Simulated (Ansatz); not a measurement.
Geometry optimisation, RKS PBE0-D4/def2-SVP (Ansatz).

The input (input.yaml):

```yaml
crystal:
  periodic: [false, false, false]
  atoms:
    - { symbol: Ge, position_ang: [0.0, 0.0, 0.0] }
    - { symbol: H, position_ang: [1.0763, 0.0, 1.3798] }
    - { symbol: H, position_ang: [1.6596, 0.0, 0.5553] }
    - { symbol: Cl, position_ang: [-1.0456, 1.8115, -0.7393] }
    - { symbol: Cl, position_ang: [-1.0456, -1.8115, -0.7393] }
basis:
  gaussian: { orbitals: def2-SVP }
hamiltonian:
  xc: pbe0
  dispersion: d4
relax:
  f_tol: 0.15
  max_steps: 25
  restrain:
    - { distance: [1, 2], at: 0.66, k: 30.0 }
    - { distance: [0, 1], at: 2.75, k: 30.0 }
    - { distance: [0, 2], at: 2.75, k: 30.0 }
output:
  orbitals: {}
```

Launched with:

```bash
$ ansatz run input.yaml --threads 1 --pin off --max-ram 2048MiB --backend cpu --events-out ev --progress --plain --runs-dir out
```

Problem. Where does it end, and by what steps?

Solution. The forces met the threshold. The restraints hold the end off the free minimum. After 8 steps the energy has fallen by 3.885 eV (the restraints' own energy left out); H3 moved furthest, 0.70 Å. Joined: H2–H3 (1.01 → 0.72 Å).

```
step  energy less start (eV)  largest force component (eV/Å)  accepted
   0                  0.0000                           3.594       yes
   1                 -1.1360                           5.219       yes
   2                 -1.6653                           4.463       yes
   3                 -2.2196                           3.219       yes
   4                 -3.1529                           2.158       yes
   5                 -3.6899                           1.378       yes
   6                 -3.8540                           1.542       yes
   7                 -3.8776                           1.568       yes
   8                 -3.8850                           1.576       yes
```

```xyz
5
Properties=species:S:1:pos:R:3
Ge -0.303 0.000 -0.218
H 1.723 0.000 1.657
H 2.137 0.000 1.074
Cl -1.456 1.693 -1.029
Cl -1.456 -1.693 -1.029
```

Run time: 35 s on 1 thread of Arm Neoverse V1 (shared host), peak memory 0.19 GiB.
